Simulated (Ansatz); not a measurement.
**Relaxing a trial structure of AlH4InNSi+**

The starting geometry of this gas-phase singlet was optimised with GFN2-xTB.

```
atom    x (Å)    y (Å)    z (Å)
  Al   0.9409  -0.3278   0.5881
  In  -1.3324  -2.6873  -0.1339
   N  -0.3666  -0.2982  -0.6752
  Si  -0.8760   0.7677  -1.8254
   H  -2.0594   0.3837  -2.6030
   H   1.9636   0.7475   0.9360
   H   0.9455  -1.6862   1.3937
   H  -0.2809   2.0539  -2.1703
```

Question: Predict what it relaxes into with PBE0-D3(BJ)/def2-SVP.

Answer: A new bond forms, giving a structure given below by its coordinates. Contacts that close: In2–N3 (2.63 → 2.42 Å).

The energy falls by 0.16 eV over 10 steps:

```json
{"step": "1", "E − E(last) (eV)": "0.162"}
{"step": "2", "E − E(last) (eV)": "0.019"}
{"step": "3", "E − E(last) (eV)": "0.008"}
{"step": "4", "E − E(last) (eV)": "0.006"}
{"step": "5", "E − E(last) (eV)": "0.004"}
{"step": "6", "E − E(last) (eV)": "0.001"}
{"step": "7", "E − E(last) (eV)": "0.001"}
{"step": "8", "E − E(last) (eV)": "0.000"}
{"step": "9", "E − E(last) (eV)": "0.000"}
{"step": "10", "E − E(last) (eV)": "0.000"}
```

Final geometry (Å):

| atom | x (Å) | y (Å) | z (Å) |
| --- | --- | --- | --- |
| Al | 0.9559 | -0.3281 | 0.5878 |
| In | -1.3792 | -2.5910 | -0.2059 |
| N | -0.4075 | -0.4216 | -0.6389 |
| Si | -0.8635 | 0.6771 | -1.7519 |
| H | -2.0063 | 0.4011 | -2.6572 |
| H | 1.9038 | 0.9193 | 0.7051 |
| H | 0.9275 | -1.6937 | 1.4098 |
| H | -0.1960 | 1.9902 | -1.9389 |

Frequencies at the end are all real (lowest 62 cm⁻¹). Atoms past krypton carry core potentials, without spin–orbit terms. Run with Ansatz 0.2.0, 28 s on 1 thread of Intel(R) Xeon(R) 6975P-C (Granite Rapids), on a shared host.
